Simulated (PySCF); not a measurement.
# `C/C=C(F)/C=C/C=O`, C₆H₇FO

Geometry (Å), atoms numbered from 1 in this order:
```xyz
15

C    -2.913   -0.385   -0.007
C    -1.471   -0.447    0.341
C    -0.477    0.037   -0.414
F    -0.776    0.637   -1.594
C     0.921   -0.008   -0.089
C     1.903    0.507   -0.850
C     3.298    0.420   -0.435
O     3.692   -0.097    0.583
H    -3.457    0.162    0.763
H    -3.065    0.102   -0.966
H    -3.330   -1.392   -0.046
H    -1.208   -0.918    1.276
H     1.182   -0.493    0.842
H     1.686    1.002   -1.785
H     4.009    0.881   -1.148
```

Computed, not measured: GIAO B3LYP/pcSseg-1 magnetisability, rotational g tensor and spin-rotation constants, non-relativistic, gas phase (PySCF). Geometry: GFN2-xTB.

Problem. Give the nuclear spin-rotation constants along the inertial axes (H = +C I·J) beside the isotropic shieldings.

Solution. Rotational constants 6.3188, 0.8750, 0.7723 GHz. A star marks the isotopologue with that one atom substituted, in its own axes.
```tsv
atom	isotope	Caa (kHz)	Cbb (kHz)	Ccc (kHz)	mean (kHz)	σ (ppm)
F4	19F	9.438	1.032	0.188	3.553	301.9
H9	1H	-0.492	-0.081	-0.020	-0.198	30.0
H10	1H	-0.581	0.024	-0.087	-0.215	29.1
H11	1H	-0.480	-0.080	-0.022	-0.194	30.0
H12	1H	-0.636	0.078	-0.093	-0.217	26.2
H13	1H	-0.455	0.076	-0.092	-0.157	24.7
H14	1H	-0.526	0.083	-0.098	-0.180	25.5
H15	1H	0.028	0.029	-0.064	-0.002	21.9
C1	13C*	0.912	0.143	0.094	0.383	167.0
C2	13C*	2.294	0.386	0.120	0.933	51.0
C3	13C*	2.627	0.399	0.205	1.077	12.3
C5	13C*	2.714	0.384	0.114	1.071	40.1
C6	13C*	2.466	0.353	0.122	0.980	53.8
C7	13C*	3.355	0.414	0.179	1.316	-10.8
O8	17O*	-4.656	-0.921	0.001	-1.859	-335.7
```
For the geometry as given, no vibrational averaging.

Problem. How do the rotational constants and the g tensor change when H9, H10, H11, H12, H13, H14, H15 are replaced by deuterium?

Solution. Constants 5.4244, 0.7906, 0.6959 GHz; g -0.0759, -0.0171, -0.0035, against -0.0875, -0.0189, -0.0038 before.
